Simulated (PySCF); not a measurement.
An unknown is described by computed data only.

Formula: C5H4F3N.

| Property | Result |
| --- | --- |
| 1H NMR | chemical shifts (computed TMS as zero) by class: 7.76 (1 H), 4.01 (3 H) ppm [GIAO PBE0/pcSseg-1] |
| Dipole | 3.95 D [PBE0/def2-SVPD] |
| NMR, other nuclei | isotropic shieldings of nuclei other than C and H, by class: -180 (1 N), 234 (3 F) ppm [GIAO PBE0/pcSseg-1] |
| Rotational structure | rotational constants A, B, C: 4.984, 0.561, 0.555 GHz [GFN2-xTB] |
| 13C NMR | chemical shifts (computed TMS as zero) by class: 144.9 (1 C), 124.3 (1 C), 90.9 (1 C), 82.7 (1 C), 53.1 (1 C) ppm [GIAO PBE0/pcSseg-1] |
| UV, first state | lowest singlet excitation: 4.18 eV (297 nm, f = 0.001) [TDDFT PBE0/def2-SVPD] |
| Polarisability | 76.4 au [PBE0/def2-SVPD] |
| Triplet | lowest triplet excitation (Tamm–Dancoff): 3.39 eV [TDA PBE0/def2-SVPD] |
| UV, strongest line | among the 6 lowest singlet transitions: S6 at 7.43 eV (167 nm, f = 0.381) [TDDFT PBE0/def2-SVPD] |

Electronic properties: PySCF, gas phase, density fitting. Levels stand in brackets. Isolated species at its GFN2-xTB geometry, gas phase. NMR classes are plain means over equivalent atoms (diastereotopic ones count apart unless rotation or inversion swaps them), as if these changed places fast.

Q: Give a SMILES that accounts for the data.

A: Numbering: `[CH3:1]/[N:2]=[CH:3]/[C:4]#[C:5][C:6]([F:7])([F:8])[F:9]`. Its formula, C5H4F3N, gives 3 degrees of unsaturation: 0 rings and 3 π bonds in the structure found. 5 carbons fall into 5 classes; from least to most shielded: imine carbon [C3] (144.9 ppm), CF3 carbon [C6] (124.3 ppm), alkyne carbon [C4] (90.9 ppm), alkyne carbon [C5] (82.7 ppm), N-methyl carbon [C1] (53.1 ppm). Hydrogen classes from least to most shielded: 1 H on an imine carbon, C3 (7.76 ppm), 3 H on an N-methyl carbon, C1 (4.01 ppm, a mean of values up to 1.0 ppm apart in this geometry). The other shieldings belong to: -180 ppm, imine nitrogen [N2]; 234 ppm, fluorine of a CF3 group [F7/F8/F9]. S1 is mainly HOMO→LUMO (weight 0.98); the largest Löwdin shares of the orbital it empties are 0.61 on the imine nitrogen, 0.12 on the imine carbon, 0.12 on the N-methyl carbon and 0.06 on a methyl hydrogen, of the orbital it fills 0.29 on the imine nitrogen, 0.21 on the imine carbon, 0.17 on an alkyne carbon and 0.15 on an alkyne carbon. The optimised geometry has point group Cs and is an asymmetric top. Structure: `C/N=C/C#CC(F)(F)F`. Computed isomers that give other values at the same levels: `FC(F)(F)c1cc[nH]c1` (13C chemical shifts (computed TMS as zero) by class: 133.4 (1 C), 123.2 (1 C), 121.2 (1 C), 120.7 (1 C), 113.8 (1 C) ppm); `C=N/C=C\C(F)=C(F)F` (rotational constant A: 3.782 GHz; this holds for the one conformer computed). The assignments are read from this structure; whether some other isomer fits the data as well wasn't checked.
